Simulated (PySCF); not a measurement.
Cl₂GeH₄OSi, SMILES Cl[SiH](Cl)[O][GeH3].

Geometry optimised at PBE-D3(BJ)/def2-SVP. The structure was generated by enumeration, and PubChem lists no compound with its InChIKey, so it may never have been made. One conformer was computed; it need not be the lowest.

Method: PySCF with PBE-D3(BJ)/def2-SVP.

Frequencies are harmonic and unscaled.

| mode | ν (cm⁻¹) | IR (km/mol) | moving atoms (share of kinetic energy) |
|---|---|---|---|
| 1 | 19 | 0.5 | Cl 42 %, H 28 %, O 14 %, Ge 13 % |
| 2 | 46 | 0.3 | H 74 %, Cl 17 % |
| 3 | 69 | 2.7 | Cl 43 %, Ge 41 %, O 10 % |
| 4 | 175 | 1.2 | Cl 75 %, Si 14 %, O 9 % |
| 5 | 244 | 6.8 | O 60 %, Cl 29 % |
| 6 | 315 | 13.5 | Si 43 %, O 29 %, Cl 20 % |
| 7 | 459 | 22.6 | Si 32 %, Cl 31 %, O 20 %, Ge 13 % |
| 8 | 550 | 43.4 | Si 32 %, O 21 %, Cl 19 %, H 18 %, Ge 10 % |
| 9 | 567 | 109.1 | Si 56 %, Cl 36 % |
| 10 | 619 | 37.3 | H 86 %, O 9 % |
| 11 | 625 | 34.4 | H 86 %, O 9 % |
| 12 | 779 | 136.6 | H 89 %, Si 10 % |
| 13 | 795 | 267.4 | H 83 %, Si 12 % |
| 14 | 831 | 147.0 | H 89 % |
| 15 | 836 | 56.7 | H 98 % |
| 16 | 842 | 51.0 | H 98 % |
| 17 | 998 | 267.7 | O 67 %, Si 22 %, H 11 % |
| 18 | 2097 | 38.2 | H 100 % |
| 19 | 2115 | 98.3 | H 98 % |
| 20 | 2123 | 99.1 | H 98 % |
| 21 | 2251 | 84.1 | H 97 % |
